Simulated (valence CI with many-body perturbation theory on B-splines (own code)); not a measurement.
W XXVI: E2, M1 decay

Calculated by relativistic CI+MBPT: three valence electrons over a frozen Dirac-Fock core [Kr] 4d10, radial functions for each j: 7 s, 7 p, 7 d, 7 f, 4 g, 2 h, with the one-electron correlation potential Σ1 (screened to all orders), the two-electron term Σ2, the three-electron term Σ3, Breit, model QED; selected single and double excitations, second order for the rest, scaled by the run's own slope (own B-spline code, finite nucleus).

No measured levels were compared; by estimate terms of the open shell hold to a few per cent of their energy, and close levels can change places. Excitations out of the core, of the other parity, are not computed and may begin above about 162 eV (a cautious bound); beyond it only levels of the ground parity were kept, without lifetimes.

Lines 51 to 100 of 120 in falling wavelength, among levels below 1303300 cm⁻¹, chosen from the decays that carry over 1 % of a level's rate. Wavelengths and rates use the calculated energies, so an error of 2000 cm⁻¹ moves a line at 3257 Å by 6.5 % and its rate by three times that or more. Electric multipoles are in the length gauge, E1 and E2 with the static RPA response of the core. S is in atomic units (e²a₀⁴ for E2 and M2, e²a₀⁶ for E3), for M1 in squared Bohr magnetons. Weak lines are less certain than strong ones. Lines between different terms over intervals too small for the method are left out, as are lines whose strength nearly cancels. Where a level lies close to another of its J and parity, the split of strength between their lines is uncertain.

Levels are named by their leading jj configuration (3d3/2^4 stands for four electrons in 3d with j = 3/2), which in mixed levels can hold well under half, so a name can repeat and another be missing. Letters in brackets count levels of one name in rising energy.

```tsv
λ vac (Å)	Upper	Lower	Type	A (s⁻¹)	S (a.u.)
3257	(4f5/2 4f7/2^2) J=3/2 [a]	(4f5/2^2 4f7/2) J=5/2 [a]	M1	1.62e+02	8.31e-01
3244	(4f5/2 4f7/2^2) J=3/2 [b]	(4f5/2^2 4f7/2) J=1/2	M1	2.42e+02	1.22e+00
3156	(4f5/2 4f7/2^2) J=5/2 [a]	(4f5/2^2 4f7/2) J=7/2 [b]	M1	1.95e+01	1.36e-01
3138	(4f5/2 4f7/2^2) J=7/2 [b]	(4f5/2 4f7/2^2) J=9/2 [b]	M1	1.18e+01	1.08e-01
3122	(4f7/2^3) J=9/2	(4f5/2 4f7/2^2) J=9/2 [a]	M1	3.77e+02	4.26e+00
3112	(4f5/2^2 4f7/2) J=5/2 [c]	(4f5/2^2 4f7/2) J=5/2 [b]	M1	6.69e+01	4.48e-01
3110	(4f5/2 4f7/2^2) J=7/2 [a]	(4f5/2^2 4f7/2) J=5/2 [a]	M1	8.68e+01	7.74e-01
3087	(4f5/2 4f7/2^2) J=17/2	(4f5/2^2 4f7/2) J=15/2	M1	1.78e+02	3.50e+00
3040	(4f5/2^2 4f7/2) J=15/2	(4f5/2 4f7/2^2) J=15/2 [a]	M1	2.19e+02	3.65e+00
2974	(4f5/2^2 4f7/2) J=5/2 [c]	(4f5/2^2 4f7/2) J=7/2 [a]	M1	5.30e+00	3.10e-02
2955	(4f5/2 4f7/2^2) J=3/2 [b]	(4f5/2 4f7/2^2) J=3/2 [a]	M1	4.16e+02	1.59e+00
2949	(4f5/2 4f7/2^2) J=7/2 [b]	(4f5/2 4f7/2^2) J=7/2 [a]	M1	1.18e+01	8.99e-02
2872	(4f5/2^2 4f7/2) J=13/2	(4f5/2 4f7/2^2) J=13/2 [a]	M1	1.08e+02	1.33e+00
2858	(4f5/2 4f7/2^2) J=11/2 [a]	(4f5/2 4f7/2^2) J=13/2 [a]	M1	1.00e+02	1.04e+00
2855	(4f5/2 4f7/2^2) J=9/2 [c]	(4f5/2 4f7/2^2) J=9/2 [b]	M1	9.13e+01	7.88e-01
2760	(4f7/2^3) J=9/2	(4f5/2^2 4f7/2) J=7/2 [b]	M1	1.11e+02	8.65e-01
2697	(4f5/2 4f7/2^2) J=9/2 [c]	(4f5/2 4f7/2^2) J=7/2 [a]	M1	2.42e+02	1.76e+00
2589	(4f5/2 4f7/2^2) J=9/2 [b]	(4f5/2^2 4f7/2) J=9/2	M1	1.50e+02	9.68e-01
2552	(4f5/2^2 4f7/2) J=3/2 [b]	(4f5/2^2 4f7/2) J=5/2 [b]	M1	3.06e+01	7.55e-02
2506	(4f5/2^2 4f7/2) J=5/2 [c]	(4f5/2^2 4f7/2) J=5/2 [a]	M1	4.40e+01	1.54e-01
2427	(4f5/2 4f7/2^2) J=5/2 [a]	(4f5/2^2 4f7/2) J=5/2 [b]	M1	4.40e+01	1.40e-01
2422	(4f5/2 4f7/2^2) J=13/2 [b]	(4f5/2 4f7/2^2) J=11/2 [a]	M1	3.94e+01	2.90e-01
2416	(4f5/2^2 4f7/2) J=3/2 [b]	(4f5/2^2 4f7/2) J=3/2 [a]	M1	1.98e+02	4.14e-01
2412	(4f5/2 4f7/2^2) J=13/2 [b]	(4f5/2^2 4f7/2) J=13/2	M1	9.01e+01	6.56e-01
2379	(4f5/2 4f7/2^2) J=15/2 [b]	(4f5/2^2 4f7/2) J=13/2	M1	4.24e+02	3.39e+00
2342	(4f5/2 4f7/2^2) J=5/2 [a]	(4f5/2^2 4f7/2) J=7/2 [a]	M1	2.35e+02	6.71e-01
2303	(4f5/2 4f7/2^2) J=5/2 [a]	(4f5/2^2 4f7/2) J=3/2 [a]	M1	1.06e+02	2.88e-01
2256	(4f5/2^2 4f7/2) J=9/2	(4f5/2^3) J=9/2	M1	3.70e+02	1.57e+00
2254	(4f5/2 4f7/2^2) J=3/2 [a]	(4f5/2^3) J=3/2	M1	7.95e+01	1.35e-01
2244	(4f5/2 4f7/2^2) J=7/2 [b]	(4f5/2 4f7/2^2) J=9/2 [a]	M1	9.35e+00	3.13e-02
2187	(4f5/2 4f7/2^2) J=9/2 [c]	(4f5/2 4f7/2^2) J=11/2 [a]	M1	8.31e+01	3.22e-01
2117	(4f7/2^3) J=9/2	(4f5/2^2 4f7/2) J=7/2 [a]	M1	1.98e+01	6.96e-02
2111	(4f5/2^2 4f7/2) J=1/2	(4f5/2^3) J=3/2	M1	2.08e+02	1.45e-01
2105	(4f5/2^2 4f7/2) J=15/2	(4f5/2 4f7/2^2) J=13/2 [a]	M1	2.77e+02	1.53e+00
2069	(4f5/2^2 4f7/2) J=11/2 [b]	(4f5/2^2 4f7/2) J=9/2	M1	3.69e+01	1.45e-01
2050	(4f5/2 4f7/2^2) J=7/2 [b]	(4f5/2^2 4f7/2) J=7/2 [b]	M1	1.31e+01	3.35e-02
2041	(4f5/2 4f7/2^2) J=5/2 [a]	(4f5/2^2 4f7/2) J=5/2 [a]	M1	3.18e+01	6.02e-02
1999	(4f5/2 4f7/2^2) J=9/2 [a]	(4f5/2^2 4f7/2) J=11/2 [a]	M1	7.11e+01	2.10e-01
1928	(4f5/2^2 4f7/2) J=13/2	(4f5/2^2 4f7/2) J=11/2 [a]	M1	4.98e+02	1.85e+00
1926	(4f5/2 4f7/2^2) J=9/2 [c]	(4f5/2^2 4f7/2) J=7/2 [b]	M1	8.93e+01	2.36e-01
1922	(4f5/2 4f7/2^2) J=11/2 [a]	(4f5/2^2 4f7/2) J=11/2 [a]	M1	1.11e+02	3.51e-01
1867	(4f5/2^2 4f7/2) J=5/2 [c]	(4f5/2^3) J=3/2	M1	1.45e+02	2.09e-01
1855	(4f5/2 4f7/2^2) J=1/2	(4f5/2^2 4f7/2) J=3/2 [a]	M1	5.56e+01	2.63e-02
1817	(4f5/2^2 4f7/2) J=7/2 [a]	(4f5/2^3) J=9/2	M1	3.96e+01	7.05e-02
1805	(4f5/2^2 4f7/2) J=11/2 [b]	(4f5/2 4f7/2^2) J=13/2 [a]	M1	5.94e+01	1.55e-01
1769	(4f5/2^2 4f7/2) J=5/2 [b]	(4f5/2^3) J=9/2	E2	6.62e-01	6.15e-02
1762	(4f5/2 4f7/2^2) J=3/2 [b]	(4f5/2^2 4f7/2) J=5/2 [b]	M1	4.17e+01	3.38e-02
1726	(4f7/2^3) J=9/2	(4f5/2^2 4f7/2) J=9/2	M1	1.07e+01	2.04e-02
1720	(4f5/2 4f7/2^2) J=11/2 [b]	(4f5/2^2 4f7/2) J=9/2	M1	6.42e+01	1.45e-01
1715	(4f5/2 4f7/2^2) J=7/2 [b]	(4f5/2^2 4f7/2) J=5/2 [b]	M1	5.45e+00	8.16e-03
```
